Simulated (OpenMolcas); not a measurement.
# 4d⁸ along the 44-electron sequence

```json
{"Program": "OpenMolcas", "Method": "RASSCF", "Basis": "ANO-RCC-VTZP", "Scalar Hamiltonian": "DKH2, point nucleus", "Spin-orbit coupling": "state interaction with AMFI integrals over the reference wave functions, term energies averaged over their components"}
```

Active space for each ion: 8 electrons in 9 orbitals (RAS2 4d 5s; RAS3 5p, at most 2 electrons).

Computed levels in cm-1 above ³F₄:

```csv
Level,Rh+,Pd2+,Ag3+
³F₃,2488,3299,4153
³F₂,3870,5037,6199
³P₁,13670,17469,19972
³P₀,14045,17806,20312
¹G₄,18436,22027,24811
weight of ³F in the lowest level (%),100,99,99
```

Measured, with the error of the calculation in %. Measured levels: Rh+ from NIST Handbook of Basic Atomic Spectroscopic Data; Pd2+ from Moore, Atomic Energy Levels, vol. III, NSRDS-NBS 35 (1971 reprint of NBS Circular 467, 1958); Ag3+ from the list in Gamrath, thesis, University of Mons (2023).

```json
{"Level": "³F₃", "Rh+": "2401 (+3.6)", "Pd2+": "3230 (+2.1)", "Ag3+": "4172 (-0.5)"}
{"Level": "³F₂", "Rh+": "3581 (+8.1)", "Pd2+": "4687 (+7.5)", "Ag3+": "5830 (+6.3)"}
{"Level": "³P₁", "Rh+": "10515 (+30.0)", "Pd2+": "13470 (+29.7)", "Ag3+": "15900 (+25.6)"}
{"Level": "³P₀", "Rh+": "10761 (+30.5)", "Pd2+": "13699 (+30.0)", "Ag3+": "16092 (+26.2)"}
{"Level": "¹G₄", "Rh+": "14855 (+24.1)", "Pd2+": "17880 (+23.2)", "Ag3+": "20570 (+20.6)"}
```

The fine-structure level ³F₂ changes by a factor of 1.6 from Rh+ to Ag3+. Its fourth root runs 7.89, 8.42, 8.87, with steps per unit of Z of 0.54, 0.45; equal steps would mean a (Z - σ)^4 law with constant σ.

³P₁ changes by a factor of 1.46 over the same range, with steps per unit of Z of +3800, +2500 cm-1.

Some high roots are left out of the spin-orbit mixing, which shifts the levels that they would mix with. Without dynamic correlation excited terms often stand tens of per cent too high (terms of higher spin than the ground term too low), and those without a measured partner can miss by more than the paired ones. Terms from blocks run as CI alone lack orbitals of their own. Computed and measured levels are paired by configuration, term and J; levels that our copy of the source lacks, or whose pairing is in doubt (as where it misses far off the trend of its configuration), stay unpaired and out of the deviations. Levels of configurations outside the active space are missing.
